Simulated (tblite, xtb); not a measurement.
C₆H₁₅In (SMILES C[CH2][In]([CH2]C)[CH2]C), singlet, geometry from GFN2-xTB (such geometries of metal compounds can be far from the true shape). Base run: GFN1-xTB (xtb).

xtb was given this input:
```
$ xtb mol.xyz --gfn 1 --json

# file mol.xyz
22

In     0.07649762    -0.22200321     0.00693532
C      2.02672712     0.15771225    -1.13545282
C      2.36142183     1.63252338    -1.31068090
H      1.94066758    -0.33083748    -2.11056739
H      2.82357011    -0.35209405    -0.58529438
H      2.45995188     2.12575404    -0.34227827
H      1.58050189     2.14303965    -1.87522276
H      3.30396277     1.75910326    -1.84981189
C     -0.38833693    -2.35436143     0.69839517
C     -1.78872250    -2.44716336     1.28982773
H      0.35867416    -2.65031795     1.44040329
H     -0.28641149    -3.03119926    -0.15454106
H     -2.54125842    -2.18219544     0.54491415
H     -1.89692529    -1.76512216     2.13538012
H     -2.00419206    -3.45898083     1.64236480
C     -1.45686153     1.39454694     0.51776553
C     -1.14581916     2.75242261    -0.09509029
H     -1.50381275     1.47106885     1.60794101
H     -2.43115501     1.03525521     0.17402415
H     -1.10938311     2.68711054    -1.18368891
H     -0.18333376     3.12590196     0.25648098
H     -1.90969286     3.48758859     0.17147927
```

Programs used: tblite, xtb; a row that names a program was run with it.

Variants of this job, named by their change:

| change | ΔE vs base (mEh) | HOMO-LUMO gap (eV) | dipole (D) | G_solv (kcal/mol) | SCF cycles |
|---|---|---|---|---|---|
| base | 0.000 | 4.07 | 0.10 | - | 9 |
| acc = 1000 | 0.000 | 4.07 | 0.10 | - | 6 |
| program = tblite; method = gfn1; option = --spin-polarized | 0.000 | - | - | - | - |
| etemp = 10000 | -22.217 | 4.08 | 0.05 | - | 9 |
| program = tblite; method = gfn1; option = (--efield, 0,0,0.1) | -0.085 | - | - | - | - |
| etemp = 1000 | 0.000 | 4.07 | 0.10 | - | 9 |
| alpb = cs2 | -11.468 | 4.07 | 0.09 | -7.20 | 9 |
| alpb = dmso | -10.422 | 4.07 | 0.09 | -6.56 | 9 |
| program = tblite; method = gfn1; option = (--etemp, 2000) | 0.000 | - | - | - | - |

ALPB and GBSA are two models with their own fitted parameters for each solvent, which aren't always the measured dielectric constant.
